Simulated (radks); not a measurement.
Values are calculated unless marked as measured or tabulated.
Task: Ionisation ladder of iron, from Fe VIII to Fe XIX (ions without a valid solution omitted). Each ion is in the ground configuration listed by NIST, and IE = E(next ion) - E(this ion). Level of theory: scalar-relativistic Kohn-Sham, SCAN, spin-polarised, spherical densities, finite nucleus; open shells are filled with parallel spins first; meta-GGA in the generalised Kohn-Sham scheme; Fermi nuclear charge, rms radius 3.7377 fm (a radial shooting solver on a logarithmic mesh with Libxc functionals).

| species | configuration | IE, Delta-SCF (eV) | -e(HOMO) (eV) | HOMO | <r> HOMO (bohr) |
|---|---|---|---|---|---|
| Fe VIII | [Ar] 3d1 | ? | 137.12 | 3d up | 0.782 |
| Fe IX | [Ar] | 235.34 | 221.79 | 3p | 0.760 |
| Fe X | [Ne] 3s2 3p5 | 262.61 | 248.96 | 3p down | 0.745 |
| Fe XIII | [Ne] 3s2 3p2 | 360.25 | 345.27 | 3p up | 0.700 |
| Fe XIV | [Ne] 3s2 3p1 | ? | 375.31 | 3p up | 0.689 |
| Fe XVII | [Ne] | 1271.2 | 1225.8 | 2p | 0.230 |
| Fe XVIII | [He] 2s2 2p5 | ? | 1317.0 | 2p down | 0.226 |
| Fe XIX | [He] 2s2 2p4 | ? | 1407.7 | 2p down | 0.223 |

Estimate the withheld Delta-SCF values.

Result: Fe VIII: 150.41 eV (NIST 151.06); Fe XIV: 390.08 eV (NIST 392); Fe XVIII: 1362.3 eV (NIST 1358); Fe XIX: 1452.0 eV (NIST 1460).
